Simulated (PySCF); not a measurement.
# Magnetic susceptibility: `C=CC=[Se]`, C₃H₄Se

Molfile (atoms numbered from 1):
```
C3H4Se
     RDKit          3D

  8  7  0  0  0  0  0  0  0  0999 V2000
   -1.2690    0.0297   -0.2135 C   0  0  0  0  0  0  0  0  0  0  0  0
   -0.0158   -0.4263   -0.0273 C   0  0  0  0  0  0  0  0  0  0  0  0
    1.1464    0.3245   -0.4302 C   0  0  0  0  0  0  0  0  0  0  0  0
    2.8178   -0.1968   -0.2199 Se  0  0  0  0  0  2  0  0  0  0  0  0
   -1.4562    0.9998   -0.6846 H   0  0  0  0  0  0  0  0  0  0  0  0
   -2.1405   -0.5510    0.0985 H   0  0  0  0  0  0  0  0  0  0  0  0
    0.1613   -1.3983    0.4451 H   0  0  0  0  0  0  0  0  0  0  0  0
    0.9435    1.2968   -0.9037 H   0  0  0  0  0  0  0  0  0  0  0  0
  1  2  2  0
  2  3  1  0
  3  4  2  0
  1  5  1  0
  1  6  1  0
  2  7  1  0
  3  8  1  0
M  END
```

Level of theory: PySCF 2.14.0, GIAO KT1/aug-pcSseg-1 magnetisability, rotational g tensor and spin-rotation constants, non-relativistic, gas phase. Geometry: PBE0-D3(BJ)/def2-SVP.

The calculation is non-relativistic, which matters for the atoms heavier than Zn. The gap is small, so the large paramagnetic part is uncertain.

How diamagnetic is it, and how anisotropic?

Isotropic -624 × 10⁻³⁰ J/T², or -37.6 × 10⁻⁶ cm³/mol; principal values -1012, -592, -269 × 10⁻³⁰ J/T², anisotropy 645 × 10⁻³⁰ J/T² (root of half the summed squared differences of the principal values). The susceptibility is in cgs units.

Split it along the inertial axes a, b, c into diamagnetic and paramagnetic parts about the centre of mass, with the quadrupole moment.


```csv
axis,χ (10⁻⁶ cm³/mol),diamagnetic (10⁻⁶ cm³/mol),paramagnetic (10⁻⁶ cm³/mol),summed x² of all electrons (Å²),quadrupole Θ (D Å)
a,-17.5,-104.4,86.9,151.1,+7.14
b,-34.3,-676.0,641.7,16.4,-1.73
c,-60.9,-710.7,649.8,8.2,-5.40
```
Anisotropies 2χaa − χbb − χcc = +60.2 and 2χbb − χaa − χcc = +9.9 × 10⁻⁶ cm³/mol. Θ is traceless in Buckingham's convention.

And the rotational g tensor?


| axis | rotational constant (GHz) | g | nuclear part | electronic part |
| --- | --- | --- | --- | --- |
| a | 45.2802 | -1.0640 | 0.7842 | -1.8482 |
| b | 1.8686 | -0.0246 | 0.5387 | -0.5633 |
| c | 1.7946 | +0.0006 | 0.5484 | -0.5478 |

Asymmetric top; isotopes 12C, 1H, 80Se; no vibrational averaging.
